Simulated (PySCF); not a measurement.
Excitation energy of P²⁺ by level of theory

P²⁺ [Ne] 3s2 3p1 (2P) → P²⁺ [Ne] 3s1 3p2 (4P), as a difference of total energies. Computed with PySCF 2.14 in def2-TZVPPD (6s5p4d1f, 48 functions), with the non-relativistic Hamiltonian (point nucleus). Correlated levels: valence: [Ne] frozen; valence and next inner shell: 1s2 frozen. The calculations carry no spin-orbit coupling.

```tsv
method	excitation energy (cm⁻¹)
UHF	43695
LDA	56659
PBE	55669
PBE0	54168
r2SCAN	49609
TPSSh	54437
r2SCAN0	50214
B97-3	57561
B3LYP	57604
MP2 (valence)	51457
SCS-MP2 (valence)	54494
MP2 (valence and next inner shell)	53036
SCS-MP2 (valence and next inner shell)	55705
```

A first-order spin-orbit estimate (lowest level to lowest level, LS coupling) adds 0.005 eV.
